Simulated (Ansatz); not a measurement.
## A basis-limit estimate, worked out

An elementary step of Si$_{4}$H$_{11}$OF, singlet (Si₄H₉F ([F][Si]([SiH3])([SiH3])[SiH3]) + H₂O → Si₃H₇OF ([OH][Si]([F])([SiH3])[SiH3]) + SiH₄; bonds formed: Si1–O7, Si2–H6; bonds broken: Si1–Si2, H6–O7). “Start” is the structure reached by relaxing down from the saddle towards the reactants; PBE0-D4/def2-TZVP structures. The saddle:

Si1  (-0.252, 0.955, -0.016)
Si2  (1.128, -1.539, 0.302)
Si3  (0.095, 0.534, -2.293)
Si4  (-1.812, -0.147, 1.328)
F5  (-0.793, 2.499, 0.042)
H6  (1.484, 0.400, 0.966)
O7  (1.286, 1.449, 0.858)
H8  (2.525, -1.849, -0.150)
H9  (0.862, -2.428, 1.478)
H10  (0.250, -2.069, -0.792)
H11  (-0.040, 1.806, -3.054)
H12  (1.440, -0.044, -2.542)
H13  (-0.949, -0.420, -2.747)
H14  (-1.883, -1.593, 1.008)
H15  (-1.353, 0.026, 2.737)
H16  (-3.166, 0.459, 1.200)
H17  (1.180, 1.962, 1.673)
(Å)

Program: Ansatz 0.2.0. Basis: def2-TZVPP and def2-QZVPP. Cores are frozen in the correlated methods.

Energies in eV:

| quantity | saddle | start |
| --- | --- | --- |
| Hartree–Fock, triple zeta (X = 3) | -36368.74493 | -36371.01924 |
| Hartree–Fock, quadruple zeta (X = 4) | -36369.94916 | -36372.22244 |
| MP2 correlation, X = 3 | -28.40908 | -27.71470 |
| MP2 correlation, X = 4 | -30.69584 | -29.99454 |
| CCSD(T) correlation, X = 3 | -31.71414 | -31.07170 |

Q: Work out the barrier at the basis limit: extrapolate Hartree–Fock as E(X) = E∞ + A exp(−7.88 √X) and the MP2 correlation as E(X) = E∞ + B X^−2.97 (the exponents that Neese and Valeev fitted for def2-TZVPP and QZVPP), then add CCSD(T) − MP2 in triple zeta.

A: Each step is linear, so take the differences first (saddle − start): Hartree–Fock 2.27431 (X = 3) and 2.27328 (X = 4); MP2 correlation -0.69438 and -0.70130; CCSD(T) correlation -0.64244.
Two points give E∞ = E(4) + w [E(4) − E(3)], with w = 1/(exp(7.88 (2 − √3)) − 1) = 0.1377 for Hartree–Fock and w = 1/((4/3)^2.97 − 1) = 0.7407 for the correlation.
Hartree–Fock: 2.27328 + 0.1377 × (-0.00103) = 2.2731 eV.
MP2 correlation: -0.70130 + 0.7407 × (-0.00692) = -0.7064 eV.
CCSD(T) − MP2: -0.64244 − (-0.69438) = 0.0519 eV.
Sum: 2.2731 + (-0.7064) + 0.0519 = 1.6186 eV, or 37.33 kcal/mol. Plain CCSD(T) in triple zeta gives 1.6319 eV, so the larger basis shifts the result by -0.0133 eV.

T1 diagnostic: at most 0.015.

Labels in which every atom is bracketed show which atoms are joined, not bond orders.

For scale, one of the runs: CCSD(T)/def2-TZVPP, 384 basis functions, launched by `ansatz run in.yaml --threads 4 --pin off --events-out ev --progress --plain --max-ram 41984MiB --backend cuda --devices 0, --max-vram 37GiB`. Time: 9.5 s of wall clock on 4 CPU threads of an AMD EPYC 7R13 and a share of one NVIDIA H100; the host was shared. Peak host memory: 0.89 GiB.
